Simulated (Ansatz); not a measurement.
singlet silylene (H$_{2}$Si), singlet, at a GFN2-xTB geometry; BLYP/cc-pVDZ (Ansatz, a program for electronic structure).

Ansatz was given this input:
Ansatz 0.2 input:
```yaml
crystal:
  periodic: [false, false, false]
  atoms:
    - {symbol: Si, position_ang: [-0.00666824, -0.00277970, 0.12275926]}
    - {symbol: H, position_ang: [0.04778718, 1.13172388, -0.83406892]}
    - {symbol: H, position_ang: [0.04556812, -1.09280805, -0.88456070]}
basis:
  gaussian:
    orbitals: cc-pVDZ
hamiltonian:
  xc: blyp
accuracy: high
```

What the program printed (banner, timings and long lists left out):

```
Functional definition: BLYP
554 factors; integrals over basis functions are off by at most 2.7e-9 eV
mean field evaluation 1: about -7906.9283 eV, gradient 1.2e1 eV
mean field evaluation 2: about -7907.3609 eV, gradient 6.8e0 eV
mean field evaluation 4: about -7907.5911 eV, gradient 1.9e-1 eV
mean field evaluation 8: about -7907.5847 eV, gradient 4.8e-3 eV
mean field evaluation 16: about -7907.5847 eV, gradient 5.7e-8 eV
mean field -7907.58474884 eV, -290.5983795664 hartree, gradient 7.3e-9 eV, S^2 0.000000; 0 other end points of the search recorded, 0 dependent functions left out
reference -7907.58478657 eV, -290.5983809529 hartree; 8, 8 occupied and 20, 20 virtual orbitals, 554 factors
Total energy: -7907.58478657 eV, -290.5983809529 hartree
```
